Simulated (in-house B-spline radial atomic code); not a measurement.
Results of a calculation; reference values are marked as such.
# C6 from the polarisability at imaginary frequency: Ga II (Ga+)

TDHF linear response of the closed shell [Ar] 3d10 4s2, from an all-electron radial atomic-structure program (B-spline basis); scalar-relativistic (spin-free one-electron X2C), finite nucleus, no spin-orbit coupling; shells from n = 2 respond.

The dispersion coefficient of two like species is C6 = (3/π) ∫ α(iu)² du from 0 to ∞.

```
u (hartree)  α(iu) (bohr³)
          0          21.28
     0.0849          19.77
      0.198          15.16
      0.339          10.04
      0.566          5.645
      0.849          3.381
       1.27          2.037
       1.98          1.189
       2.83         0.7737
       4.24         0.4671
       7.07          0.233
       14.1        0.08058
```

**Question.** Fit one oscillator, α(iu) = α(0)/(1 + u²/ω²), through u = 0.566 and estimate C6.

**Answer.** From α(0)/α(iu) − 1 = 21.28/5.645 − 1 = 2.7697, ω = u/√2.7697 = 0.3401 hartree (9.3 eV). London's formula gives C6 = (3/4) α(0)² ω = 0.75 × 21.28² × 0.3401 = 115.5 hartree·bohr⁶, and the oscillator holds f = α(0) ω² = 2.46 electrons, of a sum of oscillator strengths of 28.6.

**Question.** How does that compare with the full integral?

**Answer.** The program's quadrature over all excitations gives C6 = 113.5, so the single oscillator is off by +1.7 %. At the last point the fit gives α = 0.0124 against 0.0806: higher excitations, and deeper shells where there are any, keep the true curve higher at large u.
